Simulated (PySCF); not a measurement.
C4H9Cl2NSe2.
Z-matrix (Å and degrees, PBE0-D3(BJ)/def2-SVP geometry), rows numbered from 1:
```
C 
C   1  1.5268
C   2  1.5278  1  110.58
C   2  1.5274  1  110.64  3   119.95
N   2  1.5101  1  107.58  3  -119.98
Se  5  1.8117  2  121.03  1    85.29
Cl  6  2.2107  5  102.91  2    86.27
Se  5  1.8094  2  121.81  1   -90.24
Cl  8  2.2145  5  103.37  2   -88.09
H   1  1.1004  2  110.72  3   -59.89
H   1  1.1010  2  110.60  3  -179.86
H   1  1.1012  2  110.52  3    59.91
H   3  1.0985  2  112.05  1   -54.94
H   3  1.0997  2  108.77  1    64.31
H   3  1.0988  2  111.06  1  -176.25
H   4  1.0991  2  111.06  1   175.59
H   4  1.0983  2  112.09  1    54.24
H   4  1.0996  2  108.72  1   -65.04
```

Computed with TDDFT wB97X-D/def2-SVPD, vertical, gas phase, core orbitals frozen in the response (PySCF). The wB97X-D/def2-SVPD calculation is non-relativistic and has no spin–orbit coupling, an omission that weighs most on selenium.

Broadening: Gaussians 0.3 eV wide at half height, area fixed by f = 4.319×10⁻⁹ ∫ε dν̃. The cross-section is σ = 3.8235×10⁻²¹ ε cm², given in Mb (10⁻¹⁸ cm²). The width is an assumption, not a result. The curve ends short of the highest state used, and states not computed would add to its high-energy end.

| E (eV) | σ (Mb) |
| --- | --- |
| 2.42 | 0.00 |
| 2.53 | 0.01 |
| 2.65 | 0.05 |
| 2.76 | 0.15 |
| 2.87 | 0.25 |
| 2.99 | 0.31 |
| 3.10 | 0.29 |
| 3.21 | 0.18 |
| 3.32 | 0.06 |
| 3.44 | 0.01 |
| 3.55 | 0.00 |
| 3.66 | 0.00 |
| 3.78 | 0.09 |
| 3.89 | 0.62 |
| 4.00 | 2.05 |
| 4.12 | 3.25 |
| 4.23 | 2.55 |
| 4.34 | 2.28 |
| 4.45 | 3.91 |
| 4.57 | 4.82 |
| 4.68 | 3.60 |
| 4.79 | 4.70 |
| 4.91 | 18.06 |
| 5.02 | 37.35 |

(1) Locate the maxima and give the states behind the curve.

(2) Coming from long wavelengths, where does ε first pass 100 L mol⁻¹ cm⁻¹?

(3) On this curve, what absorbance would a 10⁻⁴ mol/L sample give at 450 nm over a 1 cm path?

(4) Does any computed singlet lie in the visible range?

Results:

(1) 409 nm (3.03 eV), ε about 81, made up of S1 (28%) and S2 (72%); 301 nm (4.13 eV), ε about 850, made up of S3 (99%); 273 nm (4.55 eV), ε about 1300, made up of S4 (76%) and S5 (24%) (ε in L mol⁻¹ cm⁻¹; maxima over ε = 5, shares over 10%). At its high-energy end, 5.02 eV, the curve is still rising (ε about 9800, from S7). The states used: S1 2.87 eV (f 0.0006); S2 3.10 eV (f 0.0007); S3 4.12 eV (f 0.0094); S4 4.52 eV (f 0.011); S5 4.65 eV (f 0.0047); S6 4.99 eV (f 0.0015); S7 5.08 eV (f 0.118); S8 5.36 eV (f 0.0031); S9 5.58 eV (f 0.025); S10 5.62 eV (f 0.084).

(2) At about 321 nm (3.86 eV), 0.99 eV above S1.

(3) 450 nm is 2.755 eV, where ε is about 37 L mol⁻¹ cm⁻¹, so A = ε c l ≈ 0.0037 (Beer–Lambert, with the gas-phase spectrum and the assumed width).

(4) 2 computed singlets (S1 to S2) lie in the visible range (380 to 750 nm), the largest f among them at 400 nm, f = 0.0007; light of that wavelength is violet, and its complementary colour is yellow-green; a Tamm–Dancoff triplet lies at 556 nm, without intensity as long as spin–orbit coupling is left out.

All these states lie below the vertical ionisation energy of 8.44 eV (ΔSCF).

One conformer stands for the species.
